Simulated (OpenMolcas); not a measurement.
An OpenMolcas run meant for Mo2+ (ANO-RCC-VQZP, DKH2; inactive shells 1s 2s 2p 3s 3p 3d 4s 4p; intended active space 4 electrons in 5 orbitals (4d)). One step of its input:

```
&CASPT2
Multistate=5 1 2 3 4 5
Frozen=8 6
IPEA=0.25
Imaginary=0.1
MaxIter=60
WThr=0.0 0.3 0.05
PrWF=0.5
NoMix
Deleted=22 23
```

The run finished. Its levels beside those of a sound run (SS-CASPT2, IPEA 0.25 Eh, imaginary shift 0.1 Eh (closed shells correlated: 4s 4p)), in cm-1 above each run's lowest level:

```tsv
Level	This run	Usual run
4d4 5D0	0.0	0.0
4d4 5D1	239	241
4d4 5D2	663	665
4d4 5D3	1216	1217
4d4 5D4	1862	1859
4d4 3P0(1)	11924	11673
4d4 3P1(1)	13183	12915
4d4 3H4	14660	13075
4d4 3H5	15283	13630
4d4 3H6	15802	14134
4d4 3F3(1)	15542	14525
4d4 3F2(1)	15456	14547
4d4 3P2(1)	15069	14781
4d4 3F4(1)	15855	14827
```

**Question.** Which setting is unsound, and how much does it matter here?

**Answer.** Nearly half of the orbitals are deleted from the virtual space, which removes much of the correlation energy. Against the sound run the excited levels shown move by 670 cm-1 on average and by 1700 cm-1 at most.

CASPT2 breaks the degeneracy within a term, and the mean is taken; among the terms shown or strongly mixed into the levels shown the widest spread is 2500 cm-1 (4d4 5D, this run). Levels of configurations with an s electron are missing; early in the row they begin among the upper levels of the d shell and mix with terms of their name. Some levels mix across a computed gap that differs much from the measured one, so their mixing is not that of the real levels (holds for this run). The CASPT2 spread within a term exceeds the gap to the next term for 4d4 3H and 4d4 3F(1), so the order of their levels is uncertain, and so are names and mixing where such terms share a J (holds for this run). Some terms miss by over 15 % even with CASPT2, which points to a basis or an active space too small for the shells correlated (holds for this run). Only configurations of the active space appear.

A number in round brackets counts repeated terms of one configuration in the order of the reference energies.
